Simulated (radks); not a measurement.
The numbers below are computed, except where a source is named.
Effect of the nuclear size on the cerium ion Ce+, [Xe] 4f1 5d2. Code: a radial shooting solver on a logarithmic mesh with Libxc functionals. Model: Dirac Kohn-Sham, BLYP, spin-unpolarised, spherical densities, finite nucleus; open shells fill j = l - 1/2 first; Fermi nuclear charge, rms radius 4.8771 fm. The rms radius is varied about that value; shifts are against it.

[
 {"rms radius (fm)": "4.3504", "total energy shift (eV)": "-2.14", "density at nucleus (e/bohr^3)": "3.923e+05", "1s1/2 shift (meV)": "-887", "2s1/2 shift (meV)": "-109", "5s1/2 shift (meV)": "-0.874", "5p1/2 shift (meV)": "0.042", "6s1/2 (empty) shift (meV)": "-0.111"},
 {"rms radius (fm)": "4.4625", "total energy shift (eV)": "-1.70", "density at nucleus (e/bohr^3)": "3.902e+05", "1s1/2 shift (meV)": "-705", "2s1/2 shift (meV)": "-86.2", "5s1/2 shift (meV)": "-0.695", "5p1/2 shift (meV)": "0.033", "6s1/2 (empty) shift (meV)": "-0.089"},
 {"rms radius (fm)": "4.8771", "total energy shift (eV)": "0", "density at nucleus (e/bohr^3)": "3.831e+05", "1s1/2 shift (meV)": "0.000", "2s1/2 shift (meV)": "0.000", "5s1/2 shift (meV)": "0.000", "5p1/2 shift (meV)": "0.000", "6s1/2 (empty) shift (meV)": "0.000"},
 {"rms radius (fm)": "5.1356", "total energy shift (eV)": "1.12", "density at nucleus (e/bohr^3)": "3.79e+05", "1s1/2 shift (meV)": "465", "2s1/2 shift (meV)": "56.8", "5s1/2 shift (meV)": "0.458", "5p1/2 shift (meV)": "-0.022", "6s1/2 (empty) shift (meV)": "0.058"},
 {"rms radius (fm)": "5.794", "total energy shift (eV)": "4.17", "density at nucleus (e/bohr^3)": "3.696e+05", "1s1/2 shift (meV)": "1730", "2s1/2 shift (meV)": "212", "5s1/2 shift (meV)": "1.71", "5p1/2 shift (meV)": "-0.081", "6s1/2 (empty) shift (meV)": "0.218"}
]

Slopes of the eigenvalues against <r^2> in GHz/fm^2, as finite differences over the two radii next to the reference (eigenvalue slopes, not the field-shift constants of lines): 1s1/2 43800, 2s1/2 5350, 5s1/2 43.1, 5p1/2 -2.05, 6s1/2 (empty) 5.50.
